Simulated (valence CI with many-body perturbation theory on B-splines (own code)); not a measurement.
Ce26+: electric-dipole lines

Level of theory: relativistic CI+MBPT: four valence electrons over a frozen Dirac-Fock core [Ar] 3d10, a basis of 11 s, 11 p, 10 d, 8 f, 5 g, 2 h functions for each j, with the one-electron correlation potential Σ1, the two-electron term Σ2, the three-electron term Σ3, Breit, model QED; selected CI, second order for the rest, scaled by the run's own slope (own B-spline code, finite nucleus).

No measured spectrum was set against this ion. As an estimate, large intervals hold to a few tenths of a per cent, small ones and those within an open d or f shell to about a per cent. Among the levels kept, up to 510 cm⁻¹ of a level comes from second order outside the variational space, and about a tenth of that is noise between levels of different J, which matters for small intervals.

Lines 151 to 200 of 549 in falling wavelength, among levels below 2622400 cm⁻¹, chosen from the strongest by gf and those to the six lowest levels. Wavelengths and rates use the calculated energies. Electric multipoles are in the length gauge with retardation, E1 and E2 with the static RPA response of the core. Weak lines are less certain than strong ones. Lines between different terms over intervals too small for the method are left out, as are lines whose strength nearly cancels. Where a level lies close to another of its J and parity, the split of strength between their lines is uncertain. The highest levels of a list are the least certain.

Levels are named by their leading jj configuration (3d3/2^4 stands for four electrons in 3d with j = 3/2), which in mixed levels can hold well under half, so a name can repeat and another be missing. Letters in brackets count levels of one name in rising energy.

```csv
λ vac (Å),Upper,Lower,A (s⁻¹),S (a.u.) with core polarisation,S without
125.9,(4p1/2^2 4p3/2 4d5/2) J=2,(4s 4p1/2^2 4d3/2) J=2,3.50e+10,1.72e-01,1.85e-01
125.7,(4s 4p1/2 4p3/2 4d3/2) J=2 [c],(4s^2 4p1/2 4d3/2) J=2,3.29e+10,1.61e-01,1.73e-01
125.7,(4s 4p1/2 4p3/2 4d3/2) J=1 [d],(4s 4p1/2 4p3/2^2) J=2 [b],6.47e+10,1.90e-01,2.04e-01
125.6,(4s 4p1/2 4p3/2 4d3/2) J=1 [b],(4s 4p1/2 4p3/2^2) J=2 [a],4.05e+10,1.19e-01,1.28e-01
125.6,(4s 4p3/2^2 4d5/2) J=2 [b],(4s^2 4p3/2 4d3/2) J=2,1.92e+10,9.37e-02,1.01e-01
125.5,(4s 4p1/2^2 4d3/2) J=1,(4s 4p1/2^2 4p3/2) J=2,2.21e+09,6.48e-03,6.95e-03
125.4,(4s^2 4p1/2 4d3/2) J=2,(4s^2 4p1/2 4p3/2) J=2,5.69e+10,2.77e-01,2.98e-01
125.1,(4s 4p1/2 4p3/2 4f5/2) J=4 [a],(4s 4p1/2 4p3/2 4d5/2) J=3 [d],1.83e+10,1.59e-01,1.72e-01
124.6,(4s 4p1/2 4p3/2 4f7/2) J=5 [a],(4s 4p1/2 4p3/2 4d5/2) J=4 [b],2.07e+10,2.17e-01,2.34e-01
123.4,(4s 4p1/2^2 4f7/2) J=4,(4s 4p1/2 4p3/2 4d5/2) J=4 [a],1.46e+10,1.22e-01,1.31e-01
123.3,(4s 4p1/2 4p3/2 4f5/2) J=3 [b],(4s 4p1/2 4p3/2 4d3/2) J=2 [c],2.51e+10,1.63e-01,1.75e-01
122.5,(4s^2 4p3/2 4d3/2) J=1,(4s^2 4p3/2^2) J=0,3.31e+09,9.00e-03,9.71e-03
122.5,(4p1/2^2 4p3/2 4d3/2) J=1,(4p1/2^2 4p3/2^2) J=2,2.87e+10,7.79e-02,8.36e-02
122.2,(4s 4p1/2^2 4d3/2) J=2,(4s 4p1/2^2 4p3/2) J=2,3.04e+10,1.37e-01,1.47e-01
122.2,(4s 4p1/2 4d3/2 4d5/2) J=3 [d],(4s 4p1/2 4p3/2 4d5/2) J=4 [b],1.36e+10,8.58e-02,9.19e-02
122.2,(4s 4p1/2 4p3/2 4d5/2) J=2 [c],(4s^2 4p1/2 4d3/2) J=2,3.43e+10,1.54e-01,1.66e-01
122.1,(4s 4p3/2^2 4d3/2) J=0 [b],(4s^2 4p3/2 4d3/2) J=1,1.21e+11,1.09e-01,1.17e-01
122.1,(4s 4p1/2 4d3/2 4d5/2) J=4 [b],(4s 4p1/2 4p3/2 4d3/2) J=3 [b],3.09e+10,2.50e-01,2.69e-01
121.9,(4s^2 4p1/2 4d3/2) J=2,(4s^2 4p1/2 4p3/2) J=1,5.34e+09,2.39e-02,2.56e-02
121.2,(4s 4p1/2 4p3/2 4f7/2) J=5 [b],(4s 4p1/2 4p3/2 4d5/2) J=4 [b],1.23e+10,1.19e-01,1.27e-01
121.0,(4s^2 4d3/2 4d5/2) J=3,(4s^2 4p3/2 4d5/2) J=2,1.24e+10,7.61e-02,8.21e-02
120.6,(4s 4p1/2 4p3/2 4d5/2) J=2 [d],(4s^2 4p1/2 4d3/2) J=2,3.22e+10,1.40e-01,1.50e-01
120.0,(4s 4p1/2 4d5/2^2) J=4,(4s 4p1/2 4p3/2 4d3/2) J=3 [b],1.33e+10,1.02e-01,1.09e-01
119.7,(4s 4p1/2 4d3/2 4d5/2) J=3 [b],(4s 4p1/2 4p3/2 4d3/2) J=4,1.61e+10,9.54e-02,1.02e-01
119.5,(4s 4p1/2 4p3/2 4f5/2) J=3 [b],(4s 4p1/2 4p3/2 4d5/2) J=3 [c],1.95e+10,1.15e-01,1.23e-01
119.1,(4s^2 4p3/2 4d3/2) J=2,(4s^2 4p3/2^2) J=2,5.28e+09,2.20e-02,2.37e-02
119.0,(4s 4p1/2 4d5/2^2) J=3,(4s 4p1/2 4p3/2 4d5/2) J=4 [b],1.96e+10,1.14e-01,1.22e-01
118.7,(4s 4p1/2 4d3/2 4d5/2) J=2 [b],(4s 4p1/2 4p3/2 4d3/2) J=3 [b],2.66e+10,1.10e-01,1.18e-01
118.5,(4s 4p1/2 4d3/2 4d5/2) J=5,(4s 4p1/2 4p3/2 4d5/2) J=5,4.88e+10,4.40e-01,4.71e-01
118.4,(4s 4p1/2 4p3/2 4d3/2) J=2 [b],(4s 4p1/2 4p3/2^2) J=3,2.19e+10,8.94e-02,9.57e-02
117.7,(4s 4p1/2 4p3/2 4d3/2) J=3 [b],(4s 4p1/2 4p3/2^2) J=3,2.40e+10,1.35e-01,1.45e-01
117.4,(4s 4p1/2 4d3/2 4d5/2) J=4 [a],(4s 4p1/2 4p3/2 4d5/2) J=4 [a],2.89e+10,2.08e-01,2.22e-01
117.4,(4s 4p3/2^2 4d3/2) J=2 [d],(4s 4p3/2^3) J=1,2.55e+10,1.02e-01,1.09e-01
117.2,(4s 4p1/2 4d3/2 4d5/2) J=3 [c],(4s 4p1/2 4p3/2 4d3/2) J=2 [b],1.62e+10,8.98e-02,9.63e-02
117.1,(4s 4p1/2 4p3/2 4d5/2) J=3 [d],(4s 4p1/2 4p3/2^2) J=2 [b],1.46e+10,8.13e-02,8.72e-02
117.1,(4s 4p1/2 4p3/2 4d5/2) J=3 [b],(4s 4p1/2 4p3/2^2) J=3,3.16e+10,1.75e-01,1.88e-01
117.0,(4s 4p1/2 4p3/2 4d5/2) J=2 [b],(4s 4p1/2 4p3/2^2) J=3,3.74e+10,1.48e-01,1.59e-01
116.8,(4s^2 4d5/2^2) J=2,(4s^2 4p3/2 4d5/2) J=3,8.91e+10,3.50e-01,3.76e-01
116.8,(4s 4p1/2^2 4d5/2) J=2,(4s 4p1/2^2 4p3/2) J=1,7.38e+10,2.90e-01,3.10e-01
116.7,(4s 4p1/2 4p3/2 4d5/2) J=2 [a],(4s 4p1/2 4p3/2^2) J=2 [a],4.18e+10,1.64e-01,1.75e-01
116.7,(4s 4p3/2^2 4d5/2) J=3 [a],(4s^2 4p1/2 4d5/2) J=2 [b],1.35e+10,7.41e-02,7.94e-02
116.6,(4p1/2^2 4p3/2 4d5/2) J=2,(4p1/2^2 4p3/2^2) J=2,3.27e+10,1.28e-01,1.37e-01
116.6,(4s^2 4p3/2 4d3/2) J=3,(4s^2 4p3/2^2) J=2,1.98e+10,1.08e-01,1.16e-01
116.2,(4p1/2 4p3/2^2 4d3/2) J=1 [b],(4p1/2 4p3/2^3) J=2,3.23e+10,7.50e-02,8.04e-02
116.0,(4s 4p1/2 4d3/2 4d5/2) J=1 [b],(4s 4p1/2 4p3/2 4d3/2) J=1 [d],3.78e+10,8.75e-02,9.35e-02
116.0,(4s 4p1/2^2 4d5/2) J=3,(4s 4p1/2^2 4p3/2) J=2,4.97e+10,2.68e-01,2.86e-01
116.0,(4p1/2^2 4p3/2 4d5/2) J=1,(4p1/2^2 4p3/2^2) J=0,6.03e+10,1.39e-01,1.49e-01
115.9,(4s 4p1/2 4d3/2 4d5/2) J=3 [d],(4s 4p1/2 4p3/2 4d3/2) J=3 [b],5.29e+10,2.85e-01,3.05e-01
115.9,(4s 4p1/2 4p3/2 4d5/2) J=3 [a],(4s 4p1/2 4p3/2^2) J=2 [a],3.82e+10,2.05e-01,2.20e-01
115.8,(4s^2 4d3/2 4d5/2) J=3,(4s^2 4p3/2 4d3/2) J=3,2.93e+10,1.57e-01,1.68e-01
```
